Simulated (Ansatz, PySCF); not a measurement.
Gas-phase reaction in SMILES: SS (H2S2) → 2 [SH] (HS) (the S-S bond at the site shown breaks; other sites are not compared here)
Structures are relaxed separately at B3LYP-D3(BJ)/def2-TZVP in Ansatz (a program for electronic structure), one conformer each, not searched for the lowest.

Property: bond dissociation energy (0 K, with B3LYP-D3(BJ) harmonic zero-point energies from PySCF), in kcal/mol. Correlated levels leave the core frozen unless marked. UHF or UKS for open shells. No spin-orbit coupling. No relativistic terms. Basis-set limits of correlation are two-point, X^-3; Hartree-Fock from the larger set.

Level to compare with: CCSD(T)/CBS(def2-TZVPPD,def2-QZVPPD) (Ansatz), 63.5 kcal/mol. It is a level with limits of its own, and the differences hold the functionals' basis error too.

Q: Rank these functionals by how close they come to CCSD(T)/CBS(def2-TZVPPD,def2-QZVPPD), closest first: LC-wPBE/def2-TZVPD (Ansatz); wB97X/def2-TZVPD (Ansatz); wB97X-V/def2-TZVPD (Ansatz).

A: wB97X-V/def2-TZVPD (range-separated hybrid with VV10, 63.1 kcal/mol, difference -0.4), wB97X/def2-TZVPD (range-separated hybrid, 61.8 kcal/mol, difference -1.7), LC-wPBE/def2-TZVPD (range-separated hybrid, 58.7 kcal/mol, difference -4.8)
